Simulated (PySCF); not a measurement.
CH8N2SSi2.
SMILES: `CS[SiH]1N[SiH2]N1`

A linear-response calculation (PySCF, def2-SVPD basis, gas phase, vertical, core orbitals frozen in the response) gave these numbers; the functional is withheld.

Orbital energies (eV): HOMO-3 -10.11, HOMO-2 -8.92, HOMO-1 -8.81, HOMO -8.20, LUMO 0.67, LUMO+1 1.00, LUMO+2 1.55.

```json
{"state": "S1", "E (eV)": "5.85", "f": "0.0004", "main configurations (H = HOMO, L = LUMO)": "H→L+1 (62%), H→L+2 (21%)"}
{"state": "S2", "E (eV)": "6.06", "f": "0.056", "main configurations (H = HOMO, L = LUMO)": "H-2→L (52%), H→L (42%)"}
{"state": "S3", "E (eV)": "6.17", "f": "0.0001", "main configurations (H = HOMO, L = LUMO)": "H-1→L (85%)"}
{"state": "S4", "E (eV)": "6.45", "f": "0.027", "main configurations (H = HOMO, L = LUMO)": "H→L (44%), H-2→L (37%)"}
{"state": "S5", "E (eV)": "6.72", "f": "0.060", "main configurations (H = HOMO, L = LUMO)": "H→L+3 (52%), H→L+2 (18%), H→L+1 (10%)"}
{"state": "S6", "E (eV)": "6.87", "f": "0.0011", "main configurations (H = HOMO, L = LUMO)": "H-2→L+1 (48%), H→L+3 (10%), H→L+4 (10%)"}
```

Triplets, Tamm–Dancoff:

```csv
state,E (eV),λ (nm),"main configurations (H = HOMO, L = LUMO)"
T1,5.43,228.4,"H→L+1 (53%), H→L+2 (21%)"
T2,5.69,218.1,"H→L (63%), H-2→L (22%)"
T3,5.89,210.6,H-1→L (79%)
T4,6.04,205.3,"H-2→L (64%), H→L (16%)"
```

Vertical ionisation energy by ΔSCF with the same functional: 8.97 eV. Mean static polarisability: 95.4 au.

Question: Which of these was used?
A. CAM-B3LYP
B. PBE
C. B3LYP
D. HF

Answer: A. CAM-B3LYP is range-separated, 19% exact exchange at short range and 65% at long range (ω = 0.33 bohr⁻¹). In this run −ε(HOMO) = 8.20 eV differs from the ΔSCF value by -0.77 eV, and S1 differs from the orbital gap of 8.88 eV by -3.03 eV. The ratio −ε(HOMO)/IP is 0.91. Small neutral molecules mostly give 0.85 to 0.93 with CAM-B3LYP, 0.5 to 0.7 with PBE, 0.67 to 0.83 with B3LYP; with Hartree–Fock the ratio is 1 or more (Koopmans' value less the relaxation energy is the ΔSCF value).

The calculation used TDDFT CAM-B3LYP/def2-SVPD, vertical, gas phase, core orbitals frozen in the response (PySCF 2.14.0, density-fitted response routines). One conformer (not necessarily the lowest) at the PBE0-D3(BJ)/def2-SVP geometry, without solvent, vibrations or thermal averaging.

Conformer computed: `[CH3:1][S:2][SiH:3]1[NH:4][SiH2:5][NH:6]1`: C1–S2–Si3–N4 51°.

Without π bonds the low states are Rydberg-like; a valence basis with one diffuse set may place them up to an eV too high.
